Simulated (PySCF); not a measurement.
## A PySCF run on BiN

State: singlet, closed shell.

An equivalent input (the run itself took its basis sets from the Basis Set Exchange, started from a PBE0 density and held the occupation σ 7α 7β, πx 3α 3β, πy 3α 3β, δx 1α 1β, δy 1α 1β):

```python
from pyscf import gto, scf, cc
mol = gto.M(atom='Bi 0 0 0; N 0 0 1.974', basis={'Bi': 'def2-SVPD', 'N': 'def2-SVPD'}, ecp={'Bi': 'def2-SVPD'},
            charge=0, spin=0, verbose=4, symmetry='C2v')
mf = scf.RHF(mol)
mf.irrep_nelec = {'A1': 16, 'A2': 2, 'B1': 6, 'B2': 6}
mf.conv_tol = 1e-9
mf.max_cycle = 60
mf.diis_space = 10
mf.kernel()
mycc = cc.CCSD(mf, frozen=[0, 1, 2, 3, 4, 48, 49, 50, 51])
mycc.run(conv_tol=1e-7, conv_tol_normt=1e-5, max_cycle=80, diis_space=8)
et = mycc.ccsd_t()
```

The SCF ended at -267.81481879 hartree. The coupled-cluster part of the log:

```
******** <class 'pyscf.cc.ccsd.CCSD'> ********
CC2 = 0
CCSD nocc = 10, nmo = 43
frozen orbitals [0, 1, 2, 3, 4, 48, 49, 50, 51]
max_cycle = 80
direct = 0
conv_tol = 1e-07
conv_tol_normt = 1e-05
diis_space = 8
diis_start_cycle = 0
diis_start_energy_diff = 1e+09
Init t2, MP2 energy = -268.198932423814  E_corr(MP2) -0.384113632865437
Init E_corr(CCSD) = -0.384113632866256
cycle = 1  E_corr(CCSD) = -0.286317646819045  dE = 0.097795986  norm(t1,t2) = 0.166166
cycle = 2  E_corr(CCSD) = -0.361190326386541  dE = -0.0748726796  norm(t1,t2) = 0.128285
cycle = 3  E_corr(CCSD) = -0.335962851555927  dE = 0.0252274748  norm(t1,t2) = 0.0791032
cycle = 4  E_corr(CCSD) = -0.336207683988332  dE = -0.000244832432  norm(t1,t2) = 0.0174705
cycle = 5  E_corr(CCSD) = -0.340414899441959  dE = -0.00420721545  norm(t1,t2) = 0.0128058
cycle = 6  E_corr(CCSD) = -0.341293921042342  dE = -0.0008790216  norm(t1,t2) = 0.00353294
cycle = 7  E_corr(CCSD) = -0.341165183156794  dE = 0.000128737886  norm(t1,t2) = 0.00082198
cycle = 8  E_corr(CCSD) = -0.341188727668786  dE = -2.3544512e-05  norm(t1,t2) = 0.00030761
cycle = 9  E_corr(CCSD) = -0.341218351959108  dE = -2.96242903e-05  norm(t1,t2) = 0.00015754
cycle = 10  E_corr(CCSD) = -0.341219790289877  dE = -1.43833077e-06  norm(t1,t2) = 4.7732e-05
cycle = 11  E_corr(CCSD) = -0.341218639126595  dE = 1.15116328e-06  norm(t1,t2) = 2.28818e-05
cycle = 12  E_corr(CCSD) = -0.341217888169724  dE = 7.50956871e-07  norm(t1,t2) = 1.06814e-05
cycle = 13  E_corr(CCSD) = -0.341219377742287  dE = -1.48957256e-06  norm(t1,t2) = 4.38434e-06
cycle = 14  E_corr(CCSD) = -0.341219239410094  dE = 1.38332193e-07  norm(t1,t2) = 1.25768e-06
cycle = 15  E_corr(CCSD) = -0.34121933249767  dE = -9.30875764e-08  norm(t1,t2) = 3.5719e-07
CCSD converged
E(CCSD) = -268.1560381234461  E_corr = -0.3412193324976704
CCSD(T) correction = -0.0262978093073517
```

T1 diagnostic 0.021, D1 0.054, 20 electrons correlated, 4 of the virtual orbitals (those above 20 hartree) left out.

Repeating this along the bond gives Re = 1.976 Å and ωe = 711 cm⁻¹.

A point of this curve took 1.6 CPU seconds beside 0.12 for the integrals, on Oxide Virtual Turin-like (shared host).

Correlated steps freeze 5 core orbitals. Spin–orbit coupling is left out, which matters for elements this heavy, above all for dissociation energies. The CCSD T1 diagnostic is raised, a sign that a single reference may not be enough here. The restricted Hartree–Fock solution is unstable towards spin polarisation at this distance.
